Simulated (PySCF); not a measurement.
This PySCF input asks for the NMR shieldings of `O([SiH2]C=O)[SiH3]`, CH6O2Si2; the geometry comes from GFN2-xTB.

```python
import basis_set_exchange as bse
import numpy as np
from pyscf import gto, dft
from pyscf.prop import nmr

atoms = """
O     1.325318    1.353953    0.675897
C     1.778543    0.249331    0.505378
Si    0.691061   -1.193333   -0.144862
O    -0.776951   -0.573107   -0.339752
Si   -1.724663    0.763246   -0.229677
H     2.851621    0.068646    0.732053
H     1.194716   -1.623072   -1.445112
H     0.621692   -2.239153    0.870117
H    -3.017278    0.222033   -0.648896
H    -1.209421    1.762154   -1.158388
H    -1.729214    1.211973    1.157277
"""
names = dict.fromkeys(["O", "C", "Si", "H"], "pcSseg-1")
basis = {el: gto.basis.parse(bse.get_basis(n, elements=[el], fmt="nwchem")) for el, n in names.items()}
mol = gto.M(atom=atoms, basis=basis, charge=0, verbose=0)
mf = dft.RKS(mol, xc="PBE0")
mf.grids.level = 2
mf.grids.alignment = dft.numint.BLKSIZE   # the property module wants whole blocks of grid points
mf.conv_tol = 1e-9
mf.kernel()

calc = nmr.RKS(mf)   # GIAO
C = mf.mo_coeff
Co = C[:, mf.mo_occ > 0]
resp = mf.gen_response(singlet=True, hermi=2)
def vind(x):   # induced exchange potential for any number of trial vectors
    d = np.einsum("pi,xij,qj->xpq", C, 2 * x.reshape(-1, C.shape[1], Co.shape[1]), Co, optimize=True)
    return np.einsum("xpq,pi,qj->xij", resp(d - d.transpose(0, 2, 1)), C, Co, optimize=True).ravel()
mo1, _ = nmr.rhf.solve_mo1(calc, with_cphf=vind)
sigma = calc.kernel(mo1)
for i, s in enumerate(sigma):   # ppm
    print("%2d %-2s %9.2f" % (i, mol.atom_pure_symbol(i), np.trace(s) / 3))
```

**Question.** What are the results?

**Answer.** 
```
 0 O    -590.00
 1 C     -62.90
 2 Si    398.36
 3 O     345.55
 4 Si    384.31
 5 H      19.53
 6 H      26.65
 7 H      26.65
 8 H      26.64
 9 H      26.52
10 H      26.49
```

These numbers come from an equivalent density-fitted implementation of the same equations, which agrees with the script to about 0.01 ppm for H and up to a few tenths of a ppm for heavy atoms, so last digits may differ.

**Question.** Turn these shieldings into chemical shifts. δ = σ(ref) − σ, references computed at the same level: ¹⁷O (336.08 ppm) vs H2O; ¹³C (186.93 ppm), ²⁹Si (349.16 ppm), ¹H (31.72 ppm) against TMS.

**Answer.** Averaging equivalent atoms: O 0: 926.1; O 3: -9.5; C 1: 249.8; Si 4: -35.1; Si 2: -49.2; H 5: 12.19; H 8/9/10: 5.17; H 6/7: 5.07 ppm. Unscaled 17O shifts of doubly bonded oxygen tend to come out too high, by tens of ppm or more. Experimental scales use liquid or dissolved standards, which lie at an offset from isolated H2O (liquid H2O: subtract about 36 ppm).

Size and cost of the density-fitted run: 129 basis functions, 13 s wall time on 1 thread of an Arm Neoverse V1, shared host.
